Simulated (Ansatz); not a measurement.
A structure relaxed at PBE0-D4/def2-TZVP, charge 0, multiplicity 1:

Cartesian coordinates in Å:
```
N 0.360 -0.396 -2.372
Si -1.001 -0.133 -1.378
O -0.782 -0.382 0.224
Si -0.322 0.257 1.659
N 1.343 0.177 2.018
H 0.699 -1.324 -2.567
H 1.091 0.290 -2.458
H -1.403 1.283 -1.577
H -2.049 -1.089 -1.804
H -1.036 -0.517 2.702
H -0.687 1.697 1.663
H 2.000 0.828 1.621
H 1.788 -0.691 2.268
```

Give its formula and SMILES.

H8N2OSi2, `N[SiH2]O[SiH2]N`.

Point group (tolerance 0.08 Å, 0.16 Å for H)?

Cs.

Summarise the bond lengths by kind.

2 × N–Si 1.706 Å; 4 × H–N 1.006 Å; 2 × O–Si 1.637 Å; 4 × H–Si 1.481 to 1.485 Å.

Program: Ansatz 0.2.0.
